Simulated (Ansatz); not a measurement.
Gas-phase electronic energies from Ansatz, PBE0-D4/def2-TZVP geometries. CCSD(T)/CBS adds triple-zeta CCSD(T) − MP2 to the extrapolated MP2 energy (def2 sets, frozen cores). Functionals use def2-TZVPP. def2 core potentials past Kr. For Br, Ga, Ta outer-core shells are correlated without core-valence functions, which leaves a few kJ/mol of doubt a bond. Scalar relativity is left out up to krypton. Each species was taken in one conformer, which may not be the lowest.

Consider the redistribution: `[CH3][Ta]([OH])([F])=[S]` + `[OH][Ga]([Br])[Br]` → `[OH][Ta]([OH])([F])=[S]` + `[CH3][Ga]([Br])[Br]`.

```csv
level,ΔE (kJ/mol)
LC-ωPBE,-103.6
CCSD/def2-TZVPP,-92.6
```

What does CCSD(T)/CBS give? (An estimate is asked.)

Ansatz gave: -96.2 kJ/mol. The listed levels differ from it by -7.4, 3.6 kJ/mol.

Largest T1 diagnostic among the species: 0.020, so the coupled-cluster value is less sure than usual.

At CCSD(T), def2-SVP lies +5.8 kJ/mol from the extrapolated value and def2-TZVPP +4.3 kJ/mol. Leaving LDA and LC-ωPBE aside and taking each functional with its dispersion term where it has one, the values, not all of them listed here, spread over 5.9 kJ/mol, from CAM-B3LYP-D4 to PBE-QIDH. LDA lies −3.2 kJ/mol from PBE without D4. In def2-TZVPP, CCSD(T) changes the Hartree–Fock value by +7.4 kJ/mol (the triples alone add +0.6 kJ/mol) and MP2 by +6.6 kJ/mol.
